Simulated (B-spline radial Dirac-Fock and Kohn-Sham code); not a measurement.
Model: relaxed Dirac-Fock hole states (ΔSCF) with Breit and QED corrections and a finite nucleus. Program: a B-spline atomic structure program. Two-hole levels are in intermediate coupling, intensities from independent-particle Coulomb rates.

Task: These computed lines form the K-LL Auger spectrum of a free neutral atom. Which element, and how are the lines assigned?

```
kinetic energy (eV)  relative intensity
            20114.9                  19
            20430.7                  32
            20463.1                   2
            20648.0                  24
            20694.2                   7
            20718.3                   6
            20954.7                 100
            21165.6                   7
            21195.8                  35
```

Result: Sn ([Kr] 4d10 5s2 5p2). From low to high energy: K-L1L1 ¹S0, K-L1L2 ¹P1, K-L1L2 ³P0, K-L1L3 ³P1, K-L1L3 ³P2, K-L2L2 ³P0, K-L2L3 ¹D2, K-L3L3 ¹S0, K-L3L3 ³P2. The labels give the leading jj configuration and the leading LS term by weight; in heavy atoms the literature often keeps the label of the LS limit instead.
